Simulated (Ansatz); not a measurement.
Program: Ansatz. Geometries: PBE0-D4/def2-TZVP. ΔE: electronic, gas phase. CCSD(T)/CBS adds triple-zeta CCSD(T) − MP2 to the extrapolated MP2 energy (def2 sets, frozen cores). def2 core potentials past Kr. For Sn outer-core shells are correlated without core-valence functions, which leaves a few kJ/mol of doubt a bond. Each species was taken in one conformer, which may not be the lowest.

Consider the redistribution: `C[O][SnH2][F]` + `CC(C)O[SiH]` → `C[O][SnH3]` + `CC(C)O[Si]F`.

`C[O][SnH2][F]`:

Cartesian coordinates in Å:
```
C -0.246 1.435 -0.209
O -0.213 0.449 0.797
Sn 0.321 -1.375 0.381
F -1.017 -2.025 -0.837
H -0.426 2.401 0.270
H 0.701 1.506 -0.761
H -1.051 1.255 -0.931
H 1.762 -1.383 -0.524
H 0.170 -2.263 1.813
```

`CC(C)O[SiH]`:

```xyz
13

C    -0.508    0.558   -1.283
C     0.092   -0.267   -0.166
C     1.437    0.255    0.289
O    -0.803   -0.241    0.946
Si   -1.499   -1.605    1.552
H    -1.473    0.150   -1.591
H    -0.660    1.588   -0.952
H     0.155    0.566   -2.151
H     0.203   -1.308   -0.504
H     1.338    1.277    0.664
H     2.147    0.257   -0.541
H     1.843   -0.367    1.089
H    -2.272   -0.863    2.648
```

`C[O][SnH3]`:

```xyz
9

C    -1.406    0.058   -0.377
O    -0.133    0.470   -0.794
Sn    1.432   -0.007    0.300
H    -2.141    0.414   -1.105
H    -1.685    0.470    0.605
H    -1.499   -1.037   -0.320
H     1.198    0.673    1.850
H     2.739    0.673   -0.544
H     1.494   -1.714    0.385
```

`CC(C)O[Si]F`:

```xyz
13

C     0.301    0.934    1.099
C    -0.006   -0.133    0.072
C    -1.334    0.088   -0.618
O     1.026   -0.115   -0.919
Si    2.116   -1.214   -1.417
F     1.785   -2.493   -0.473
H     0.336    1.918    0.626
H    -0.470    0.948    1.873
H     1.264    0.747    1.578
H    -0.005   -1.116    0.554
H    -2.147    0.081    0.112
H    -1.339    1.051   -1.133
H    -1.526   -0.697   -1.352
```

```
        species  HF/CBS(def2) energy (Eh)
`C[O][SnH2][F]`                -428.56033
  `CC(C)O[SiH]`                -482.15480
   `C[O][SnH3]`                -329.60601
  `CC(C)O[Si]F`                -581.16065
```

Problem. Work out ΔE.

Solution. ΔE = (-329.60601) + (-581.16065) − (-428.56033) − (-482.15480) = -0.05153 Eh = -135.3 kJ/mol. CCSD(T)/CBS gives -131.2 kJ/mol.

Largest T1 diagnostic among the species: 0.014.

From PBE to PBE0 (25 % exact exchange), in def2-TZVPP and without D4, ΔE moves by −5.7 kJ/mol.
